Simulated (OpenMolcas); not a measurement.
## Tc3+: moving or changing the point charges

Tc3+ among 5 point charges of -1.5 e arranged as a trigonal bipyramid (D3h), 1.94 Å from the ion, with the axial distance 2.018 Å.

```json
{"Program": "OpenMolcas", "Method": "CASSCF", "Basis": "ANO-RCC-VDZP [6s5p3d1f]", "Scalar Hamiltonian": "DKH2, point nucleus", "Active space": "4 electrons in 5 orbitals (4d)", "State averaging": "2S+1 = 5 even, 5 roots; 2S+1 = 3 even, 45 roots; 2S+1 = 1 even, 50 roots", "Spin-orbit coupling": "RASSI with atomic mean-field integrals over the reference wave functions"}
```

Runs around this geometry, states (labels of D3, the rotations of D3h). Energies in cm-1 above the lowest state or level, χT in cm3 K/mol.

```tsv
R (Å)	q (e)	Axial / equatorial distance	Ground state	First state of that spin	First gap with spin-orbit (degeneracies)	χT at 300 K	First state of another spin
1.94	-1.5	0.96	5A1	5E 10631	38.4 (1, 2)	2.696	3A2 18152
1.94	-1.2	1.04	5A1	5E 5607	54.4 (1, 2)	2.490	3A2 17033
1.77	-1.5	1.04	5A1	5E 10719	33.8 (1, 2)	2.737	3A2 16207
1.94	-1.5	1.04	5A1	5E 7172	46.2 (1, 2)	2.593	3A2 16901
2.14	-1.5	1.04	5A1	5E 4737	64.2 (1, 2)	2.357	3A2 17402
```

Taking the first state of the same spin as R^-n, n = -ln(4737 / 10719) / ln(2.14 / 1.77) = 4.3 between the shortest and longest distance.

Scaling the charges by -1.2 / -1.5 = 0.80 scales the first state of the same spin by 5607 / 7172 = 0.78; with fixed orbitals a first-order splitting would follow the charge.

Without dynamic correlation the repulsion within the d shell is too large (B by tens of per cent), so at a given field states of lower spin stand too high. Point charges give a weaker field than real ligands, and real ions of this kind are as a rule low spin; the high spin found here belongs to the model. Point charges carry no covalency, so the field is a model and not that of real ligands. A group larger than the point group allows holds several states that coincide in this model. No measured value stands beside these numbers.
